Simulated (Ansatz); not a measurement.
`[O]=[Mo](=[S])([Cl])[Cl]` + NH₃ → `[NH2][Mo](=[O])(=[S])[Cl]` + HCl at 700 K and 1 bar (ligand exchange at a Mo–Cl bond).

Computed with Ansatz on PBE0-D4/def2-TZVP structures; ΔE is electronic, products minus reactants. CBS: MP2 limit from def2 TZ/QZ plus the TZ coupled-cluster correction, frozen cores. This one scheme is used for every species. def2 core potentials past Kr. For Mo outer-core shells are correlated without core-valence functions, which leaves a few kJ/mol of doubt a bond. Each species was taken in one conformer, which may not be the lowest.

```csv
species,CCSD(T)/CBS energy (Eh),H − E (kJ/mol),S (J/(mol·K))
`[O]=[Mo](=[S])([Cl])[Cl]`,-1460.81919,79.7,438.1
NH₃,-56.50880,116.9,226.5
`[NH2][Mo](=[O])(=[S])[Cl]`,-1056.92850,152.9,453.0
HCl,-460.38127,38.4,211.8
```

H − E and S are ideal-gas, rigid-rotor, harmonic terms from PBE0-D4/def2-TZVP, for one conformer and one mirror image of each species. 1 Eh = 2625.50 kJ/mol, R = 8.31446 J/(mol·K).

Q: By hand: ΔE, ΔH, ΔS and ΔG.

A: ΔE = (-1056.92850) + (-460.38127) − (-1460.81919) − (-56.50880) = 0.01822 Eh = 47.8 kJ/mol. Δ(H − E) = 152.9 + 38.4 − 79.7 − 116.9 = -5.3, so ΔH = 42.5 kJ/mol. ΔS = 453.0 + 211.8 − 438.1 − 226.5 = 0.2 J/(mol·K). ΔG = 42.5 − 700 × (0.2)/1000 = 42.4 kJ/mol.

Q: By hand: the equilibrium constant, and the temperature at which ΔG would vanish if ΔH and ΔS stayed fixed.

A: log₁₀ K = −ΔG/(RT ln 10) = -3.2. ΔG = 0 at ΔH/ΔS = 212500 K, far beyond where these terms or the molecules hold.

The number of gas molecules stays the same, so ΔS is small and ΔH decides. A doubt of 5 kJ/mol in ΔE shifts log₁₀ K by 0.4 here. Other conformers and mirror images would add mixing entropy, several J/(mol·K) or more a flexible species. These are equilibria of isolated gas molecules and say nothing of rates. Largest T1 diagnostic: 0.024 (customary marks: 0.02 for closed shells, 0.045 for open ones).
